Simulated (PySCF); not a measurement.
[PySCF: structure optimised with GFN2-xTB; shielding tensors at PBE0/pcSseg-1 (GIAO); no relativistic terms; rapidly exchanging positions averaged; one conformer; in vacuum]

References, each an isolated molecule treated in the same way: TMS for $^{1}$H and $^{13}$C. Shifts are as computed. Against solution values, carbons near 30 ppm lie about +3 ppm off and those near 130 ppm about +5 ppm. Of 1211 compounds with measured shifts, 218 miss one by over three times the rms of a fit or turn the order of signals round; such compounds aren't used in these exercises. OH and NH positions are gas-phase values without hydrogen bonding to other molecules.

**Question.** Order these molecules by the shift of their most deshielded carbon-bound hydrogen, lowest δ first.
A. N#C[C@@H]1[C@@H]2CCC[C@H]1CC2
B. C[Si](C)(C)n1ncc([SiH3])n1
C. C#CC1=C[C@@H](C(C)C)NC1
D. C[C@H]1C(=O)C=C(F)C1=O
E. C=Cc1cpc(C=O)c([SiH3])c1

**Answer.** A (2.39 ppm, hydrogen on an sp3 CH α to a nitrile), C (6.27 ppm, hydrogen on an alkene CH), D (6.70 ppm, hydrogen on a β carbon of a C=C–C=O unit), B (8.04 ppm, hydrogen on an aromatic CH next to a ring nitrogen), E (10.08 ppm, hydrogen on an aldehyde carbonyl carbon).

**Question.** Order these molecules by the shift of their most shielded carbon-bound hydrogen, lowest δ first.
A. C[C@H]1C(=O)C=C(F)C1=O
B. C#CCn1cc(C(F)(F)F)nn1
C. C#CC1=C[C@@H](C(C)C)NC1
D. C[Si](C)(C)n1ncc([SiH3])n1
E. C=Cc1cpc(C=O)c([SiH3])c1

**Answer.** D (0.54 ppm, hydrogen on a methyl carbon bonded to Si), C (0.93 ppm, hydrogen on a methyl carbon), A (1.31 ppm, hydrogen on a methyl carbon), B (2.06 ppm, hydrogen on a terminal alkyne carbon), E (6.04 ppm, hydrogen on a terminal =CH2 carbon).

**Question.** How many $^{13}$C and $^{1}$H signals does each give (equivalence by symmetry and fast rotation, but not about amide C–N or C=N bonds)? `C#CCn1cc(C(F)(F)F)nn1`, `C#CC1=C[C@@H](C(C)C)NC1`, `C[C@H]1C(=O)C=C(F)C1=O`, `N#C[C@@H]1[C@@H]2CCC[C@H]1CC2`, `C=Cc1cpc(C=O)c([SiH3])c1`, `C[Si](C)(C)n1ncc([SiH3])n1`

**Answer.** C#CCn1cc(C(F)(F)F)nn1: 6 C, 3 H; C#CC1=C[C@@H](C(C)C)NC1: 9 C, 9 H; C[C@H]1C(=O)C=C(F)C1=O: 6 C, 3 H; N#C[C@@H]1[C@@H]2CCC[C@H]1CC2: 6 C, 8 H; C=Cc1cpc(C=O)c([SiH3])c1: 8 C, 7 H; C[Si](C)(C)n1ncc([SiH3])n1: 3 C, 3 H.
